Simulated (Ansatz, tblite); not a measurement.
Forces on B7P7 at its PBE-D4/def2-SVP geometry. Charge 0, multiplicity 1.

The xTB rows come from tblite. LC-ωPBE has ω = 0.4 bohr⁻¹. Single mean-field runs in def2-TZVP are fitted with def2-universal-jkfit.

GFN2-xTB (tblite), largest force 1.07 eV/Å:

```xyz
14
positions Å, forces eV/Å
B    -0.631   -1.491   -1.404   -0.058    0.239   -0.097
P    -0.340   -1.048   -3.117    0.047   -0.078    0.630
B    -0.351   -0.997    1.554   -0.165   -0.211    0.146
P    -1.402   -2.084    0.263    0.417   -0.470    0.227
B     0.378   -0.992   -0.008    0.637    0.184   -0.262
B     0.596   -0.338   -1.650    0.023   -0.177    0.141
P     0.667   -2.602    1.102   -0.904    0.419   -0.385
B    -1.034    1.452    1.112   -0.041    0.095   -0.082
P    -0.545    0.550    2.716   -0.193    0.053   -0.394
P    -1.605    2.296   -0.378    0.434   -0.319    0.587
B     0.195    1.847   -0.213   -0.276    0.427   -0.374
P     1.548    1.361   -1.624   -0.092   -0.050    0.612
B     0.551    0.454    1.088    0.220   -0.165   -0.334
P     1.974    1.592    0.560   -0.050    0.054   -0.416
```

PBE-D4/def2-TZVP (Ansatz), largest force 0.36 eV/Å:

```
B 0.075 0.108 -0.030
P 0.057 -0.009 0.324
B 0.049 0.029 -0.026
P 0.305 0.021 0.004
B -0.013 0.006 -0.055
B -0.100 -0.050 -0.016
P -0.265 0.194 -0.126
B -0.024 0.078 -0.074
P 0.035 -0.040 -0.299
P 0.247 -0.151 0.206
B -0.080 0.026 -0.036
P -0.076 -0.090 0.283
B 0.031 -0.004 0.050
P -0.242 -0.118 -0.206
```

LC-ωPBE/def2-TZVP (Ansatz), largest force 1.83 eV/Å:

```
B 0.217 0.400 -0.792
P 0.264 -0.016 1.809
B 0.165 -0.154 -0.215
P 1.238 0.094 0.256
B -0.225 -0.637 0.567
B -0.318 -0.117 -0.622
P -1.147 1.112 -0.625
B -0.119 0.383 -0.613
P 0.282 -0.226 -1.205
P 1.137 -0.684 0.946
B -0.468 0.141 -0.215
P -0.298 -0.100 1.393
B 0.191 0.351 0.253
P -0.919 -0.547 -0.939
```
